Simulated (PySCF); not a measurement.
This PySCF input asks for the NMR shieldings of `[BH3-][P+]1(C=C)CCSCC1`, C₆H₁₄BPS; the geometry comes from GFN2-xTB.

```python
import basis_set_exchange as bse
import numpy as np
from pyscf import gto, dft
from pyscf.prop import nmr

atoms = """
B     1.432389    1.395497   -1.844233
P     0.428387    0.341793   -0.593657
C     1.312443   -1.038719    0.170377
C     2.014258   -0.972062    1.291975
C    -0.313079    1.278071    0.813551
C    -1.178624    0.449339    1.746727
S    -2.673043   -0.175514    0.917027
C    -1.869955   -1.284824   -0.280826
C    -1.042659   -0.520045   -1.299977
H     1.800987    0.618754   -2.669518
H     2.321011    1.862880   -1.202472
H     0.649931    2.197324   -2.250776
H     1.332618   -1.936203   -0.439361
H     2.594271   -1.806969    1.652062
H     2.041912   -0.080532    1.897532
H     0.509471    1.743112    1.365450
H    -0.903650    2.084765    0.367798
H    -1.546063    1.056412    2.574912
H    -0.636743   -0.409267    2.146605
H    -2.687061   -1.819594   -0.766398
H    -1.262458   -1.996261    0.281958
H    -1.657275    0.238655   -1.793726
H    -0.671818   -1.199628   -2.074952
"""
names = dict.fromkeys(["B", "P", "C", "S", "H"], "pcSseg-1")
basis = {el: gto.basis.parse(bse.get_basis(n, elements=[el], fmt="nwchem")) for el, n in names.items()}
mol = gto.M(atom=atoms, basis=basis, charge=0, verbose=0)
mf = dft.RKS(mol, xc="PBE0")
mf.grids.level = 2
mf.grids.alignment = dft.numint.BLKSIZE   # the property module wants whole blocks of grid points
mf.conv_tol = 1e-9
mf.kernel()

calc = nmr.RKS(mf)   # GIAO
C = mf.mo_coeff
Co = C[:, mf.mo_occ > 0]
resp = mf.gen_response(singlet=True, hermi=2)
def vind(x):   # induced exchange potential for any number of trial vectors
    d = np.einsum("pi,xij,qj->xpq", C, 2 * x.reshape(-1, C.shape[1], Co.shape[1]), Co, optimize=True)
    return np.einsum("xpq,pi,qj->xij", resp(d - d.transpose(0, 2, 1)), C, Co, optimize=True).ravel()
mo1, _ = nmr.rhf.solve_mo1(calc, with_cphf=vind)
sigma = calc.kernel(mo1)
for i, s in enumerate(sigma):   # ppm
    print("%2d %-2s %9.2f" % (i, mol.atom_pure_symbol(i), np.trace(s) / 3))
```

Question: Give the expected output.

Answer: 
```
 0 B     146.51
 1 P     322.02
 2 C      45.97
 3 C      46.38
 4 C     159.60
 5 C     156.24
 6 S     482.40
 7 C     154.37
 8 C     156.24
 9 H      30.93
10 H      31.10
11 H      31.07
12 H      25.51
13 H      25.08
14 H      25.70
15 H      29.50
16 H      29.57
17 H      29.22
18 H      28.50
19 H      29.08
20 H      28.74
21 H      29.62
22 H      29.72
```

These numbers come from an equivalent density-fitted implementation of the same equations, which agrees with the script to about 0.01 ppm for H and up to a few tenths of a ppm for heavy atoms, so last digits may differ.

Size and cost of the density-fitted run: 237 basis functions, 66 s wall time on 1 thread of an Arm Neoverse V1, shared host; peak memory 1.1 GiB.
